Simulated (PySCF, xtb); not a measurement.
Si(I)(NMe2) (C2H6INSi), SMILES CN(C)[Si]I (connectivity only; charge and spin as stated), neutral, multiplicity 1. One conformer was computed; it need not be the lowest.

Harmonic wavenumbers (cm⁻¹) from GFN2-xTB (xtb) at its own minimum, in rising order: 44, 133, 147, 175, 254, 298, 399, 415, 692, 1033, 1049, 1085, 1127, 1196, 1306, 1418, 1431, 1469, 1484, 1497, 1509, 2913, 2916, 2940, 2947, 3019, 3058.

Q: What does PBE-D3(BJ)/def2-SVP (PySCF) give at its own minimum? (An estimate is asked for; the answer gives what the named calculation found.)

A: 89, 140, 180, 232, 256, 322, 370, 401, 644, 971, 1035, 1059, 1116, 1177, 1251, 1368, 1393, 1394, 1412, 1413, 1443, 2927, 2932, 2997, 3004, 3037, 3079. Paired by order, the mean absolute difference is 38 cm⁻¹ and the zero-point energies are 51.4 and 51.0 kcal/mol.
